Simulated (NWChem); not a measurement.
System: C$_{3}$H$_{7}$Cl; SMILES ClC(C)C

Input file for NWChem:

```
start job
memory heap 200 mb stack 900 mb global 1100 mb
geometry units angstroms noautoz
  C      0.129090    -1.048146    -1.268065
  C     -0.393591    -0.407149     0.000000
  C      0.129090    -1.048146     1.268065
  Cl     0.039946     1.350911     0.000000
  H      1.228313    -1.004317    -1.301140
  H     -0.177022    -2.106065    -1.307073
  H     -0.263205    -0.540413    -2.160224
  H     -1.493931    -0.416534     0.000000
  H      1.228313    -1.004317     1.301140
  H     -0.177022    -2.106065     1.307073
  H     -0.263205    -0.540413     2.160224
end
basis spherical
  * library def2-svp
end
dft
  xc kt2
  iterations 150
  mulliken
end
task dft energy
```

Coordinates come from a PBE0/def2-SVP optimisation.

Task: Predict the main results of this run. (KT2/def2-SVP.) Quantities: energy (Ha); highest occupied level (eV); orbital gap (eV); dipole (D).

Result: energy (Ha): -583.95
highest occupied level (eV): -6.69
orbital gap (eV): 6.87
dipole (D): 1.92
